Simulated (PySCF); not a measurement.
2-silylpropan-2-ol (C3H10OSi), SMILES CC(C)(O)[SiH3]. Coordinates come from a B3LYP-D3(BJ)/def2-SVP optimisation. The values are those of a single conformer.

Level of theory: B3LYP-D3(BJ)/def2-SVP in PySCF.

Harmonic wavenumbers (cm⁻¹): 147, 213, 218, 243, 286, 289, 354, 370, 434, 610, 642, 646, 860, 926, 928, 950, 956, 974, 1003, 1119, 1183, 1190, 1335, 1380, 1396, 1452, 1457, 1469, 1481, 2209, 2231, 2237, 3001, 3005, 3083, 3088, 3121, 3123, 3753. Rotational constants (GHz): 4.534, 2.871, 2.813; symmetry number 1.

### Question
Work out the zero-point energy and the ideal-gas rigid-rotor harmonic-oscillator thermochemistry at 298.15 K and 1 atm.

### Answer
ZPE = ½ Σ hcν = ½ × 53362 cm⁻¹ = 76.28 kcal/mol. H − E(el) = 81.75 kcal/mol. Entropy in cal/(mol K): translation 39.41, rotation 26.58, vibration 16.82, total 82.81. G − E(el) = 57.06 kcal/mol. Cp = 30.57 cal/(mol K). Modes under 150 cm⁻¹ make the vibrational entropy uncertain.
